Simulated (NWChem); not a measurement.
BH3O; SMILES BO

**Question.** Give the equilibrium geometry at PBE0-D3(BJ)/def2-TZVP (NWChem) as a Z-matrix, with the point group.

**Answer.** point group Cs; any orientation.
```
B
O 1 1.3476
H 2 0.9607 1 113.50
H 1 1.1962 2 116.81 3 180.00
H 1 1.2019 4 122.54 2 180.00
```
